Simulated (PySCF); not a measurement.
**The electron affinity along the 5d series**

Calculated with PySCF 2.14 from differences of total energies of unrestricted determinants, without spin-orbit coupling. Values in eV. The last column holds reference values (measured affinities from photodetachment; the arrow runs from anion to atom). Unmarked ones compare directly (S terms, centres of terms, or small fine structure); those marked * lie between the lowest fine-structure levels and include a spin-orbit shift.

```json
{"element": "Ta (aug-cc-pVTZ-PP with ECP60MDF, ECP)", "configurations": "[Xe] 4f14 5d4 6s2 → [Xe] 4f14 5d3 6s2", "UHF": "-0.420", "LDA": "0.924", "PBE": "0.716", "PBE0": "0.486", "SCS-MP2 (valence)": "-0.751", "CCSD(T) (valence)": "0.253", "reference": "0.329 *"}
{"element": "W (aug-cc-pVTZ-PP with ECP60MDF, ECP)", "configurations": "[Xe] 4f14 5d5 6s2 → [Xe] 4f14 5d4 6s2", "UHF": "0.892", "LDA": "1.868", "PBE": "1.687", "PBE0": "1.527", "SCS-MP2 (valence)": "0.323", "CCSD(T) (valence)": "1.345", "reference": "0.817 *"}
{"element": "Re (aug-cc-pVTZ-PP with ECP60MDF, ECP)", "configurations": "[Xe] 4f14 5d6 6s2 → [Xe] 4f14 5d5 6s2", "UHF": "-1.913", "LDA": "0.266", "PBE": "0.153", "PBE0": "-0.190", "SCS-MP2 (valence)": "-0.644", "CCSD(T) (valence)": "-0.419", "reference": "0.060 *"}
{"element": "Os (aug-cc-pVTZ-PP with ECP60MDF, ECP)", "configurations": "[Xe] 4f14 5d7 6s2 → [Xe] 4f14 5d6 6s2", "UHF": "-0.628", "LDA": "1.369", "PBE": "1.250", "PBE0": "0.964", "SCS-MP2 (valence)": "0.723", "CCSD(T) (valence)": "0.862", "reference": "1.078 *"}
{"element": "Ir (aug-cc-pVTZ-PP with ECP60MDF, ECP)", "configurations": "[Xe] 4f14 5d8 6s2 → [Xe] 4f14 5d7 6s2", "UHF": "-0.007", "LDA": "2.211", "PBE": "1.972", "PBE0": "1.681", "SCS-MP2 (valence)": "1.564", "CCSD(T) (valence)": "1.625", "reference": "1.564 *"}
{"element": "Pt (aug-cc-pVTZ-PP with ECP60MDF, ECP)", "configurations": "[Xe] 4f14 5d9 6s2 → [Xe] 4f14 5d9 6s1", "UHF": "0.421", "LDA": "2.412", "PBE": "2.101", "PBE0": "1.810", "SCS-MP2 (valence)": "1.928", "CCSD(T) (valence)": "1.998", "reference": "2.125 *"}
{"element": "Au (aug-cc-pVTZ-PP with ECP60MDF, ECP)", "configurations": "[Xe] 4f14 5d10 6s2 → [Xe] 4f14 5d10 6s1", "UHF": "0.611", "LDA": "2.611", "PBE": "2.288", "PBE0": "1.994", "SCS-MP2 (valence)": "2.105", "CCSD(T) (valence)": "2.163", "reference": "2.309"}
```

The highest occupied level of the anion is positive for Ta⁻ at UHF, LDA, PBE, PBE0; W⁻ at UHF, LDA, PBE, PBE0; Re⁻ at LDA, PBE, PBE0; Os⁻ at LDA, PBE, PBE0; Ir⁻ at LDA, PBE, PBE0; Pt⁻ at LDA, PBE, PBE0; Au⁻ at LDA, PBE, so there the basis helps to hold the electron.

"Valence" correlates the outer s and p shells and, in groups 3 to 12 and the f block, the outer d or f shell, open or full, or the next shell where the ion has no valence electron left; the wider scheme adds the next inner shell.
